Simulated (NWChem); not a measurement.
Species: C₂H₆Al cation; SMILES [CH3][Al+][CH3]

Computed with NWChem. Pople sets run with spherical d functions. The geometry was optimised at B3LYP/6-31G* (spherical d). Vertical excitations in the gas phase; the lowest state need not have the same character in each row.

```csv
level,"lowest excitation, singlet (eV)",oscillator strength of that lowest state,"lowest state with f > 0.02, singlet (eV)",oscillator strength of that bright state,orbital gap (eV)
"PBE/6-31G*, full TDDFT",5.53,0.000,6.84,0.315,5.44
"B3LYP/6-31G*, full TDDFT",5.72,0.000,7.00,0.434,6.98
"BHandHLYP/6-31G*, full TDDFT",6.10,0.000,7.30,0.558,9.37
"LDA (Slater exchange, VWN5)/6-31G*, full TDDFT",5.51,0.000,6.82,0.273,5.37
```
